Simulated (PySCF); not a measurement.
Z-matrix (Å, degrees):
```
C
C 1 1.3960
H 2 1.0922 1 120.42
C 2 1.3927 3 120.60 1 180.00
H 4 1.0920 2 119.46 3 0.00
C 4 1.3974 5 119.91 2 180.00
H 6 1.0920 4 119.91 5 0.00
C 6 1.3927 7 119.46 4 -180.00
H 8 1.0922 6 120.59 7 0.00
C 8 1.3960 9 120.42 6 180.00
S 10 1.7537 8 126.23 9 0.00
N 11 1.6633 10 99.37 8 180.00
S 12 1.6633 11 114.47 10 0.00
```
Charge 0, spin multiplicity 2.

Question: What is the computed highest occupied spin orbital, dipole moment and total energy (PySCF 2.14.0 with ωB97X-D3(BJ)/def2-SVP // PBE0-D3(BJ)/def2-SVP)?

Answer: 
| Quantity | Result |
|---|---|
| highest occupied spin orbital | -7.25 eV |
| dipole moment | 3.59 D |
| total energy | -29437.69 eV |
